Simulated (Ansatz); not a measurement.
A structure relaxed at PBE-D4/def2-SVP in Ansatz, charge 0, singlet:

Cartesian coordinates in Å:
```
Si 0.0075 0.0525 0.0366
I -0.2759 -1.9365 -1.3471
Cl 0.3585 1.6953 -1.1526
Cl 1.6016 -0.1977 1.3141
Cl -1.6916 0.3863 1.1490
```

(1) Give its formula, name or SMILES and point group.

(2) Summarise the bond lengths by kind (pairs closer than 1.2 times the sum of covalent radii, bridged metal pairs left out).

Results:

(1) SiICl₃. Point group C3v (tolerance 0.1 Å).

(2) 3 × Cl–Si 2.06 Å; 1 × I–Si 2.44 Å.

In the def2 sets I takes a core potential; there is no spin–orbit coupling.
